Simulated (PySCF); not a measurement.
C3H10OSi2.
Numbering: `[CH3:1][O:2][SiH:3]1[CH2:4][SiH2:5][CH2:6]1` (hydrogens: H7, H8, H9 on C1; H10 on Si3; H11, H12 on C4; H13, H14 on Si5; H15, H16 on C6)

Method: PySCF 2.14.0, PBE0-D3(BJ)/def2-SVP geometry optimisation, gas phase; density fitting, grid level 1; the optimiser is geomeTRIC in internal coordinates, started from a GFN2-xTB structure.

Step 0: E = -21055.8210 eV
```
atom  x, y, z in Å  |  force x, y, z in eV/Å
C1      2.2701   -0.1558   -0.5253   -0.197   0.270   0.341
O2      1.7496    0.5984    0.5258    1.018  -0.126  -0.332
Si3     0.1855    0.7520    0.9540   -1.529  -0.732  -0.686
C4     -1.0269    1.1817   -0.4761    0.253  -0.279   0.022
Si5    -1.7272   -0.6045   -0.4962    1.014   0.866   0.989
C6     -0.7655   -0.9076    1.1352    0.210   0.131  -0.293
H7      1.9217    0.2290   -1.4871   -0.015   0.061  -0.445
H8      3.3584   -0.0882   -0.4835    0.320  -0.072  -0.113
H9      1.9705   -1.2034   -0.4423   -0.001  -0.454  -0.066
H10     0.3781    1.6495    2.0805   -0.421   0.454   0.649
H11    -0.5765    1.5290   -1.4027    0.240   0.225  -0.447
H12    -1.7680    1.9269   -0.1993   -0.426   0.381   0.199
H13    -1.2293   -1.4070   -1.6201    0.184  -0.281  -0.399
H14    -3.1832   -0.7376   -0.4099   -0.575  -0.031   0.024
H15    -1.4163   -0.9374    2.0044   -0.390   0.031   0.486
H16    -0.1561   -1.8071    1.1787    0.316  -0.444   0.070
```

Question: Estimate the geometry and energy of step 1. (The exact step hangs on the optimiser's Hessian estimate; all steps are aligned on step 0, rigid shifts and turns removed.)

Answer: E = -21056.0178 eV, largest force 0.430 eV/Å
```
atom  x, y, z in Å  |  force x, y, z in eV/Å
C1      2.2503   -0.1759   -0.5533   -0.154   0.094   0.143
O2      1.7361    0.5845    0.5070    0.320  -0.146  -0.247
Si3     0.1477    0.7432    0.9527   -0.155  -0.016  -0.002
C4     -1.0166    1.2141   -0.4813    0.036   0.113  -0.115
Si5    -1.6637   -0.5779   -0.4697    0.033   0.075   0.107
C6     -0.7534   -0.9214    1.1681    0.059  -0.127   0.081
H7      1.9078    0.1981   -1.5355   -0.004   0.007  -0.004
H8      3.3490   -0.1176   -0.5333    0.005   0.007   0.008
H9      1.9652   -1.2415   -0.4792    0.003  -0.008   0.005
H10     0.2346    1.6634    2.1242   -0.164  -0.035  -0.016
H11    -0.5465    1.5821   -1.4093    0.000  -0.053   0.070
H12    -1.7852    1.9557   -0.2005    0.021  -0.069   0.062
H13    -1.1311   -1.3895   -1.6096   -0.003   0.007   0.014
H14    -3.1520   -0.7254   -0.4129    0.012  -0.004  -0.022
H15    -1.4325   -0.9475    2.0386    0.009   0.080  -0.048
H16    -0.1250   -1.8263    1.2301   -0.020   0.076  -0.037
```

The energy changes by -0.1968 eV. The first-order estimate −F·Δx gives -0.3613 eV and the mean of the old and new forces, exact on a quadratic surface, -0.1967 eV. The step makes an angle of 65° with the force vector and moves no atom by more than 0.151 Å.

The cost below is that of the whole optimisation. The run took 58 s on Arm Neoverse V1, one thread, on a shared host, and the process peaked at 0.55 GiB of memory.
